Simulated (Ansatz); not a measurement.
Born–Oppenheimer molecular dynamics of C₂H₁₁NSi₂ (16 atoms, charge 0, multiplicity 1). It starts from a relaxed structure.

Level of theory: RKS PBE0-D4/STO-3G in Ansatz.

| Property | Result |
| --- | --- |
| ensemble | NVT, Nosé–Hoover chain |
| time step | 0.5 fs |
| steps asked | 100 |
| set temperature | 1500 K |
| thermostat | time constant 3 fs, chain length 1 |
| seed | 120603 |

Frames 0.5 fs apart, positions in Å, forces in eV/Å.

Velocities at 5 fs (Å/ps):

```
Si -4.01 -0.11 -4.33
Si 0.18 7.76 3.06
H 8.61 -88.34 0.63
H 59.76 -1.19 -1.55
H -77.10 4.28 52.88
H -15.21 1.62 -7.44
N -0.67 -4.96 -16.96
C 13.50 6.46 8.79
H -2.43 -7.54 5.67
H 25.42 17.15 16.85
H 11.04 16.45 2.34
C -3.61 -10.22 3.59
H 21.12 12.88 19.98
H -17.62 -29.93 24.72
H -27.74 -23.07 31.27
H 12.13 -1.76 -21.72
```

```xyz
16
Properties=species:S:1:pos:R:3:forces:R:3 time_fs=5 energy_less_start_eV=1.272 T=1165
Si 0.067 -0.005 -0.065 0.99 0.39 -0.80
Si -0.154 0.267 2.198 -1.19 -0.28 0.15
H -1.461 -0.259 2.582 0.21 0.36 -0.20
H 0.705 -0.693 2.798 0.69 -0.22 0.26
H -0.010 1.539 2.926 0.13 -0.44 -0.78
H 1.470 0.020 -0.466 -0.25 0.12 0.36
N -0.710 1.238 -1.119 2.67 -0.71 -0.05
C -2.099 1.327 -0.842 -2.97 -0.55 -2.69
H -2.539 0.370 -1.199 -0.29 -0.13 1.76
H -2.328 1.736 0.165 -0.75 -0.50 -0.18
H -2.502 1.945 -1.669 -0.37 1.00 0.91
C -0.182 2.557 -0.811 3.71 2.74 0.18
H -0.277 3.438 -1.521 -2.08 -1.11 0.64
H -0.349 2.835 0.259 -0.52 0.58 -0.59
H 0.919 2.604 -0.899 0.33 -1.26 0.49
H -0.399 -1.263 -0.616 -0.31 -0.02 0.56
16
Properties=species:S:1:pos:R:3:forces:R:3 time_fs=5.5 energy_less_start_eV=1.372 T=1226
Si 0.065 -0.005 -0.068 0.91 0.37 -0.80
Si -0.154 0.271 2.200 -1.15 -0.79 0.51
H -1.457 -0.304 2.583 0.48 0.51 -0.28
H 0.736 -0.694 2.797 0.34 0.21 0.02
H -0.050 1.541 2.952 0.15 -0.55 -0.89
H 1.462 0.021 -0.470 -0.10 0.13 0.34
N -0.710 1.235 -1.127 2.78 -0.70 -0.01
C -2.093 1.331 -0.837 -3.45 -0.68 -2.84
H -2.541 0.366 -1.194 -0.18 0.19 1.84
H -2.316 1.745 0.174 -0.70 -0.57 -0.31
H -2.496 1.954 -1.667 -0.34 0.85 1.07
C -0.184 2.552 -0.809 3.29 2.85 0.57
H -0.269 3.443 -1.510 -2.10 -1.16 0.63
H -0.359 2.821 0.271 -0.48 0.54 -0.88
H 0.905 2.591 -0.883 0.87 -1.21 0.42
H -0.393 -1.264 -0.626 -0.32 0.00 0.60
16
Properties=species:S:1:pos:R:3:forces:R:3 time_fs=6 energy_less_start_eV=1.467 T=1311
Si 0.063 -0.005 -0.070 0.80 0.35 -0.78
Si -0.154 0.275 2.201 -1.08 -1.31 0.85
H -1.451 -0.350 2.582 0.74 0.67 -0.34
H 0.770 -0.695 2.797 -0.02 0.63 -0.20
H -0.091 1.541 2.977 0.18 -0.65 -0.99
H 1.454 0.022 -0.472 0.06 0.14 0.32
N -0.710 1.232 -1.137 2.84 -0.66 0.05
C -2.087 1.334 -0.834 -3.87 -0.77 -2.89
H -2.543 0.362 -1.184 -0.10 0.48 1.86
H -2.305 1.752 0.182 -0.63 -0.63 -0.43
H -2.492 1.966 -1.662 -0.33 0.68 1.18
C -0.185 2.547 -0.807 2.82 2.83 0.94
H -0.265 3.446 -1.497 -2.06 -1.15 0.57
H -0.370 2.807 0.281 -0.43 0.50 -1.12
H 0.893 2.574 -0.864 1.40 -1.12 0.35
H -0.388 -1.265 -0.635 -0.34 0.02 0.65
16
Properties=species:S:1:pos:R:3:forces:R:3 time_fs=6.5 energy_less_start_eV=1.548 T=1424
Si 0.060 -0.005 -0.073 0.67 0.32 -0.74
Si -0.154 0.279 2.203 -1.00 -1.82 1.12
H -1.442 -0.397 2.580 0.97 0.84 -0.40
H 0.806 -0.693 2.796 -0.37 1.00 -0.40
H -0.134 1.540 3.002 0.23 -0.73 -1.08
H 1.444 0.024 -0.475 0.25 0.15 0.29
N -0.709 1.229 -1.146 2.83 -0.61 0.13
C -2.081 1.337 -0.830 -4.20 -0.81 -2.85
H -2.546 0.359 -1.169 -0.04 0.70 1.82
H -2.295 1.758 0.189 -0.55 -0.67 -0.53
H -2.488 1.981 -1.654 -0.32 0.51 1.25
C -0.185 2.543 -0.805 2.38 2.69 1.30
H -0.266 3.446 -1.482 -1.97 -1.08 0.45
H -0.383 2.793 0.289 -0.37 0.47 -1.30
H 0.883 2.553 -0.844 1.83 -0.99 0.27
H -0.383 -1.266 -0.644 -0.35 0.03 0.68
16
Properties=species:S:1:pos:R:3:forces:R:3 time_fs=7 energy_less_start_eV=1.608 T=1566
Si 0.058 -0.005 -0.075 0.54 0.30 -0.68
Si -0.154 0.284 2.205 -0.92 -2.30 1.34
H -1.431 -0.445 2.578 1.16 1.01 -0.44
H 0.843 -0.690 2.794 -0.69 1.33 -0.55
H -0.178 1.537 3.025 0.28 -0.79 -1.16
H 1.435 0.026 -0.476 0.44 0.15 0.25
N -0.708 1.226 -1.156 2.76 -0.53 0.21
C -2.075 1.341 -0.827 -4.42 -0.81 -2.73
H -2.548 0.358 -1.149 -0.01 0.85 1.70
H -2.285 1.763 0.196 -0.46 -0.71 -0.60
H -2.484 1.998 -1.642 -0.32 0.34 1.26
C -0.185 2.539 -0.802 2.07 2.42 1.61
H -0.273 3.443 -1.464 -1.82 -0.94 0.28
H -0.398 2.780 0.295 -0.31 0.45 -1.39
H 0.877 2.529 -0.821 2.09 -0.81 0.19
H -0.379 -1.267 -0.651 -0.36 0.03 0.71
16
Properties=species:S:1:pos:R:3:forces:R:3 time_fs=7.5 energy_less_start_eV=1.641 T=1738
Si 0.056 -0.005 -0.079 0.40 0.28 -0.60
Si -0.155 0.288 2.208 -0.83 -2.73 1.47
H -1.417 -0.492 2.574 1.30 1.18 -0.47
H 0.880 -0.683 2.791 -0.99 1.60 -0.67
H -0.226 1.532 3.046 0.34 -0.82 -1.22
H 1.427 0.029 -0.477 0.62 0.15 0.22
N -0.706 1.222 -1.167 2.61 -0.43 0.31
C -2.071 1.344 -0.824 -4.52 -0.77 -2.51
H -2.551 0.359 -1.123 -0.02 0.93 1.53
H -2.276 1.766 0.201 -0.36 -0.72 -0.63
H -2.481 2.016 -1.627 -0.35 0.17 1.20
C -0.184 2.535 -0.798 1.95 2.01 1.88
H -0.284 3.438 -1.445 -1.63 -0.73 0.05
H -0.414 2.767 0.297 -0.25 0.43 -1.39
H 0.876 2.501 -0.797 2.09 -0.58 0.11
H -0.375 -1.268 -0.657 -0.37 0.03 0.73
16
Properties=species:S:1:pos:R:3:forces:R:3 time_fs=8 energy_less_start_eV=1.651 T=1926
Si 0.054 -0.005 -0.082 0.29 0.26 -0.50
Si -0.155 0.292 2.210 -0.73 -3.12 1.53
H -1.398 -0.540 2.569 1.41 1.33 -0.48
H 0.918 -0.671 2.785 -1.24 1.80 -0.74
H -0.274 1.525 3.066 0.40 -0.84 -1.27
H 1.419 0.033 -0.478 0.78 0.15 0.18
N -0.703 1.218 -1.179 2.39 -0.31 0.42
C -2.067 1.347 -0.822 -4.50 -0.68 -2.23
H -2.554 0.362 -1.093 -0.07 0.92 1.29
H -2.268 1.768 0.206 -0.26 -0.71 -0.61
H -2.479 2.036 -1.607 -0.38 0.03 1.08
C -0.183 2.531 -0.795 2.07 1.48 2.09
H -0.299 3.431 -1.425 -1.41 -0.46 -0.21
H -0.432 2.754 0.297 -0.19 0.43 -1.30
H 0.881 2.470 -0.771 1.82 -0.30 0.01
H -0.372 -1.268 -0.662 -0.38 0.02 0.75
16
Properties=species:S:1:pos:R:3:forces:R:3 time_fs=8.5 energy_less_start_eV=1.649 T=2109
Si 0.051 -0.005 -0.086 0.20 0.25 -0.40
Si -0.156 0.297 2.213 -0.63 -3.44 1.50
H -1.375 -0.587 2.562 1.46 1.46 -0.47
H 0.954 -0.655 2.778 -1.45 1.94 -0.77
H -0.325 1.515 3.084 0.46 -0.83 -1.30
H 1.413 0.036 -0.478 0.90 0.14 0.16
N -0.700 1.214 -1.190 2.11 -0.17 0.54
C -2.063 1.351 -0.820 -4.36 -0.57 -1.89
H -2.558 0.368 -1.057 -0.15 0.83 1.00
H -2.260 1.768 0.209 -0.15 -0.67 -0.55
H -2.477 2.057 -1.584 -0.43 -0.09 0.91
C -0.182 2.528 -0.790 2.40 0.84 2.25
H -0.319 3.422 -1.404 -1.16 -0.14 -0.50
H -0.452 2.742 0.293 -0.14 0.42 -1.12
H 0.889 2.437 -0.744 1.32 0.04 -0.11
H -0.370 -1.270 -0.665 -0.39 0.00 0.75
16
Properties=species:S:1:pos:R:3:forces:R:3 time_fs=9 energy_less_start_eV=1.653 T=2254
Si 0.049 -0.005 -0.089 0.16 0.24 -0.28
Si -0.156 0.301 2.216 -0.53 -3.70 1.40
H -1.347 -0.633 2.554 1.46 1.57 -0.44
H 0.988 -0.633 2.768 -1.60 2.03 -0.77
H -0.376 1.502 3.100 0.52 -0.80 -1.31
H 1.409 0.041 -0.477 0.98 0.13 0.14
N -0.696 1.209 -1.203 1.78 -0.01 0.67
C -2.061 1.354 -0.818 -4.11 -0.44 -1.52
H -2.562 0.375 -1.017 -0.26 0.66 0.67
H -2.252 1.767 0.210 -0.04 -0.60 -0.44
H -2.477 2.079 -1.558 -0.49 -0.19 0.68
C -0.180 2.524 -0.785 2.84 0.15 2.32
H -0.343 3.413 -1.384 -0.89 0.18 -0.78
H -0.472 2.730 0.286 -0.09 0.42 -0.84
H 0.902 2.402 -0.716 0.67 0.42 -0.25
H -0.368 -1.270 -0.666 -0.40 -0.03 0.74
16
Properties=species:S:1:pos:R:3:forces:R:3 time_fs=9.5 energy_less_start_eV=1.676 T=2333
Si 0.046 -0.004 -0.093 0.18 0.23 -0.17
Si -0.157 0.305 2.220 -0.43 -3.89 1.23
H -1.315 -0.676 2.545 1.42 1.64 -0.40
H 1.019 -0.605 2.756 -1.70 2.06 -0.73
H -0.427 1.488 3.112 0.58 -0.74 -1.30
H 1.408 0.045 -0.477 0.99 0.11 0.14
N -0.692 1.205 -1.215 1.40 0.15 0.81
C -2.059 1.358 -0.817 -3.76 -0.31 -1.15
H -2.567 0.385 -0.975 -0.40 0.44 0.33
H -2.243 1.764 0.211 0.07 -0.51 -0.27
H -2.478 2.101 -1.529 -0.56 -0.27 0.43
C -0.177 2.521 -0.779 3.29 -0.50 2.27
H -0.369 3.403 -1.365 -0.62 0.44 -1.02
H -0.493 2.719 0.277 -0.04 0.41 -0.50
H 0.916 2.368 -0.688 -0.01 0.82 -0.40
H -0.368 -1.272 -0.665 -0.40 -0.07 0.73
16
Properties=species:S:1:pos:R:3:forces:R:3 time_fs=10 energy_less_start_eV=1.724 T=2330
Si 0.044 -0.004 -0.097 0.24 0.23 -0.05
Si -0.158 0.309 2.223 -0.33 -4.01 0.99
H -1.279 -0.715 2.534 1.34 1.68 -0.34
H 1.047 -0.573 2.743 -1.75 2.03 -0.66
H -0.478 1.471 3.122 0.63 -0.67 -1.27
H 1.408 0.051 -0.476 0.93 0.08 0.15
N -0.688 1.200 -1.228 1.01 0.32 0.96
C -2.058 1.361 -0.815 -3.37 -0.20 -0.81
H -2.572 0.396 -0.931 -0.54 0.19 -0.01
H -2.235 1.759 0.211 0.19 -0.39 -0.08
H -2.480 2.123 -1.499 -0.62 -0.33 0.16
C -0.174 2.517 -0.773 3.65 -1.02 2.08
H -0.398 3.395 -1.348 -0.35 0.59 -1.17
H -0.515 2.708 0.266 -0.01 0.39 -0.12
H 0.931 2.335 -0.661 -0.62 1.22 -0.54
H -0.369 -1.273 -0.663 -0.40 -0.11 0.71
16
Properties=species:S:1:pos:R:3:forces:R:3 time_fs=10.5 energy_less_start_eV=1.791 T=2245
Si 0.041 -0.004 -0.101 0.36 0.23 0.06
Si -0.159 0.312 2.227 -0.25 -4.06 0.69
H -1.240 -0.750 2.523 1.21 1.67 -0.28
H 1.070 -0.535 2.728 -1.73 1.97 -0.56
H -0.527 1.453 3.129 0.67 -0.59 -1.21
H 1.411 0.056 -0.474 0.82 0.05 0.17
N -0.683 1.195 -1.240 0.61 0.50 1.11
C -2.058 1.365 -0.814 -2.97 -0.13 -0.52
H -2.579 0.407 -0.888 -0.66 -0.04 -0.34
H -2.226 1.754 0.211 0.30 -0.26 0.14
H -2.483 2.143 -1.469 -0.67 -0.38 -0.10
C -0.170 2.514 -0.766 3.82 -1.35 1.77
H -0.426 3.388 -1.334 -0.05 0.60 -1.22
H -0.536 2.699 0.255 0.03 0.37 0.27
H 0.944 2.305 -0.635 -1.10 1.57 -0.67
H -0.370 -1.274 -0.659 -0.39 -0.14 0.68
```

Of the whole run (50 fs, mean temperature of the second half 1509 K): The conserved energy stayed within 0.79 meV per atom of its start (net change 0.38 meV per atom), so the integration is sound. A run of 0.05 ps of so small a system gives no equilibrium averages. Limits of this set-up: minimal basis.

The run took 9.9 min on 1 thread of Arm Neoverse N1, with other jobs on the host, peak memory 0.12 GiB.
